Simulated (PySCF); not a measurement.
VO2F, SMILES [O]=[V](=[O])[F], multiplicity 1. Geometry optimised at B3LYP-D3(BJ)/def2-SVP. The multiplicity is an assumed one; other spin states were not compared.

Q: Give the equilibrium geometry at B3LYP-D3(BJ)/def2-SVP (PySCF confirms it by a frequency run) as bond lengths and angles, and its point group. (An estimate is asked for; the answer gives what the named calculation found.)

A: point group Cs.
Atoms: V1 O2 O3 F4. Bond lengths (Å): V1–O2 1.572, V1–O3 1.572, V1–F4 1.747. Angles (°): O2–V1–O3 110.2, O2–V1–F4 117.8, O3–V1–F4 117.8.
